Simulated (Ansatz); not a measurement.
`C[O][Au]` + H₂O → `[OH][Au]` + CH₃OH at 500 K and 1 bar (formal hydrolysis of the Au–O bond).

Isolated molecules relaxed with PBE0-D4/def2-TZVP in Ansatz; ΔE leaves out vibrations. CCSD(T)/CBS is the MP2 limit (def2-TZVPP, def2-QZVPP) plus CCSD(T) − MP2 in def2-TZVPP, frozen cores. This one scheme is used for every species. Elements past krypton have def2 core potentials. For Au outer-core shells are correlated without core-valence functions, which leaves a few kJ/mol of doubt a bond.

```csv
species,CCSD(T)/CBS energy (Eh),H − E (kJ/mol),S (J/(mol·K))
`C[O][Au]`,-250.49639,133.7,330.8
H₂O,-76.37941,73.2,206.3
`[OH][Au]`,-211.25768,51.1,282.0
CH₃OH,-115.61712,157.0,265.4
```

H − E and S are ideal-gas, rigid-rotor, harmonic terms from PBE0-D4/def2-TZVP. 1 Eh = 2625.50 kJ/mol, R = 8.31446 J/(mol·K).

Task: By hand: ΔE, ΔH, ΔS and ΔG.

Result: ΔE = (-211.25768) + (-115.61712) − (-250.49639) − (-76.37941) = 0.00100 Eh = 2.6 kJ/mol. Δ(H − E) = 51.1 + 157.0 − 133.7 − 73.2 = 1.2, so ΔH = 3.8 kJ/mol. ΔS = 282.0 + 265.4 − 330.8 − 206.3 = 10.3 J/(mol·K). ΔG = 3.8 − 500 × (10.3)/1000 = -1.4 kJ/mol.

Task: By hand: the equilibrium constant, and the temperature at which ΔG would vanish if ΔH and ΔS stayed fixed.

Result: log₁₀ K = −ΔG/(RT ln 10) = 0.1. ΔG = 0 at ΔH/ΔS = 369 K, though so small a ΔH makes that figure unsure.

TΔS isn't small against ΔH here. The sign of ΔG lies within the doubt. A doubt of 5 kJ/mol in ΔE shifts log₁₀ K by 0.5 here. These are equilibria of isolated gas molecules and say nothing of rates. Largest T1 diagnostic: 0.033 (customary marks: 0.02 for closed shells, 0.045 for open ones).
